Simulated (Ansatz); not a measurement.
[Sm(NH3)6]3+ (SmN₆H₁₈³⁺). The state is a sextet with charge 3. Geometry PBE-D4/def2-SVP; atoms count from 1.

```tsv
atom	x (Å)	y (Å)	z (Å)
Sm1	0.0010	0.0009	-0.0006
N2	-0.9315	-1.1194	2.1549
H3	-1.9398	-1.3611	2.1321
H4	-0.8467	-0.5315	3.0064
H5	-0.4801	-2.0100	2.4348
N6	0.9512	1.1113	-2.1532
H7	1.9476	1.3951	-2.1075
H8	0.4719	1.9759	-2.4662
H9	0.9155	0.5024	-2.9934
N10	-2.3487	0.8512	-0.5794
H11	-2.9249	0.1874	-1.1304
H12	-2.3670	1.7224	-1.1421
H13	-2.9417	1.0730	0.2426
N14	2.3557	-0.8448	0.5642
H15	2.9007	-1.1770	-0.2538
H16	2.3825	-1.6451	1.2235
H17	2.9743	-0.1389	1.0059
N18	-0.5666	-2.3143	-1.0456
H19	-1.2837	-2.8755	-0.5501
H20	0.2376	-2.9658	-1.1170
H21	-0.9251	-2.2744	-2.0188
N22	0.5405	2.3165	1.0587
H23	1.1605	2.9390	0.5084
H24	1.0074	2.2723	1.9846
H25	-0.2905	2.9103	1.2420
```

In the def2 sets Sm takes a core potential; there is no spin–orbit coupling. With an open 4f shell the SCF may have ended on a state above the lowest.

(1) Estimate the Mulliken populations from the PBE0/def2-TZVP orbitals of Ansatz.

(2) Where does the spin sit?

(3) And the Mayer bond orders between heavy atoms (over 0.3)?

Answers

(1) 
```tsv
atom	charge (e)	spin (α − β)	d electrons
Sm1	1.62	5.10	10.74
N2	-0.76	-0.01	–
H3	0.33	0.00	–
H4	0.33	0.00	–
H5	0.32	0.00	–
N6	-0.76	-0.01	–
H7	0.33	0.00	–
H8	0.32	0.00	–
H9	0.33	0.00	–
N10	-0.74	-0.02	–
H11	0.33	0.00	–
H12	0.33	0.00	–
H13	0.33	0.00	–
N14	-0.74	-0.02	–
H15	0.33	0.00	–
H16	0.33	0.00	–
H17	0.33	0.00	–
N18	-0.75	-0.01	–
H19	0.33	0.00	–
H20	0.33	0.00	–
H21	0.33	0.00	–
N22	-0.75	-0.01	–
H23	0.33	0.00	–
H24	0.33	0.00	–
H25	0.33	0.00	–
```
Mulliken values depend strongly on the basis.

(2) Summed by element: Sm 5.10, N -0.10, H 0.00, of 5 unpaired in all. Largest on single atoms: Sm1 5.10, N10 -0.02, N14 -0.02.

(3) Sm1–N2 0.37 (2.60 Å); Sm1–N6 0.37 (2.60 Å); Sm1–N10 0.39 (2.56 Å); Sm1–N14 0.39 (2.56 Å); Sm1–N18 0.37 (2.60 Å); Sm1–N22 0.37 (2.60 Å).
